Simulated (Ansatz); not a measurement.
The first iterations of a band of ClHOZn + H2 (6 atoms, charge 0, multiplicity 1).

Theory: RKS PBE-D4/def2-SVP in Ansatz.

- movable images: 1
- climbing image: no
- spring: 5.0 eV/Å²
- optimiser: quadratic models (default)
- start path: through a guess of the saddle point
- force threshold: 0.05 eV/Å
- iteration limit: 60
- end points: relaxed

Initial state:

```xyz
6
Properties=species:S:1:pos:R:3
Zn 0.285 -0.142 0.328
Cl 0.959 0.176 2.304
O -0.340 -0.408 -1.324
H 0.365 -0.486 -1.993
H -2.153 -0.384 0.375
H -2.093 -0.259 1.135
```

Final state:

```xyz
6
Properties=species:S:1:pos:R:3
Zn -1.137 -0.392 -0.466
Cl 0.391 0.089 2.080
O 0.041 -0.462 -1.803
H 0.952 -0.334 -1.481
H -2.315 -0.368 0.524
H -0.909 -0.036 1.972
```

| iteration | highest image above the first end (eV) | largest band force component (eV/Å) |
| --- | --- | --- |
| 1 | 1.649 | 1.760 |
| 2 | 1.439 | 1.495 |
| 3 | 1.039 | 0.997 |

Q: Does the band converge within its limit, and where does its top end?

A: The run converged. It ended after 10 iterations with the highest image 0.903 eV above the first end. The highest image is an end point: on this band no image between the ends rises above it. So few images can step over the top or miss a turn of the path. The orbitals stay closed-shell, which can raise the energy where a bond breaks towards radicals; this wasn't checked here.

The run took 11 s on 2 threads of Intel(R) Xeon(R) CPU @ 2.60GHz (Ice Lake), on a shared host, peak memory 0.17 GiB.
